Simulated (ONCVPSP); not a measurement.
**B: variants of one ONCV potential**

Base potential:

| Property | Result |
| --- | --- |
| Element | B (Z = 5) |
| Generator | ONCVPSP 4.0.1 |
| Type | optimised norm-conserving Vanderbilt (ONCV) |
| Functional | LDA (Perdew-Wang 92) |
| Relativity | scalar-relativistic |
| Frozen core | [He] |
| Valence charge | 3 |
| Reference configuration | 2s2 2p1 |
| Partial waves | 2s: rc 1.20 bohr, ncon 3, nbas 7, qcut 5.6 1/bohr, 3 projectors, debl 2.5 Ha; 2p: rc 2.80 bohr, ncon 4, nbas 8, qcut 4 1/bohr, 2 projectors, debl 0.6 Ha; d scattering state at 0.35 Ha: rc 2.75 bohr, ncon 4, nbas 7, qcut 3 1/bohr, 2 projectors, debl 0.7 Ha |
| Local potential | polynomial inside 0.80 bohr (lpopt 5, dvloc0 0 Ha) |
| Core correction | none |

Cutoffs, loose and tight: the cutoffs (Ha) at which the residual kinetic energy of the hardest occupied pseudo-wave falls to 1 and 0.1 mHa per electron. They do not see the model core or the augmentation charge, which bear on the density cutoff. Test errors are all-electron minus pseudo excitation energies from the reference, over the configurations 2s2 2p0; 2s1 2p0; 2s2 2p0.5; 2s0 2p3. A dash means not determined; rows that change the core or the reference have their own tests.

A true bound ghost makes a file unfit for plane-wave use even where its test errors are small: the radial tests pick states by their node count and pass the ghost by.

| change | outcome | cutoff, loose | cutoff, tight | bound ghosts | GHOST(+) flags above zero | largest test error (meV) |
| --- | --- | --- | --- | --- | --- | --- |
| base | generated | 12 Ha | 16 Ha | s | d | +321 |
| functional PBE | generated | 12 Ha | 16 Ha | s, p, d | s | +286 |
| s: qcut 6.7; p: qcut 4.8; d: qcut 3.6 | generated | 13 Ha | 17 Ha | s | d | +259 |
| reference 2s2 2p0.5 | generated | 12 Ha | 17 Ha | s | s, d | +200 |
| s: qcut 5.3 | generated | 12 Ha | 23 Ha | s | s, d | +321 |
| p: nproj 1 | generated | 12 Ha | 16 Ha | s | d | +321 |
| local potential polynomial inside 0.95 bohr (lpopt 5, dvloc0 0 Ha) | generated | 12 Ha | 16 Ha | s | d | +321 |
| p: debl 0.4 | generated | 12 Ha | 16 Ha | s | d | +321 |
| local potential polynomial inside 0.80 bohr (lpopt 5, dvloc0 8 Ha) | generated | 12 Ha | 16 Ha | s | none | +321 |

(1) What comes out with this change to the base: all radii scaled by about 1.11 (s 1.34, p 3.12, d 3.06 bohr); local potential polynomial inside 0.88 bohr (lpopt 5, dvloc0 0 Ha)?

(2) What comes out with this change to the base: s: rc 0.96?

## Answers

(1) outcome: generated; cutoff, loose: 11 Ha; cutoff, tight: 15 Ha; bound ghosts: d; GHOST(+) flags above zero: none; largest test error (meV): +395.

(2) outcome: generated; cutoff, loose: 12 Ha; cutoff, tight: 130 Ha; bound ghosts: s; GHOST(+) flags above zero: s, d; largest test error (meV): +316.
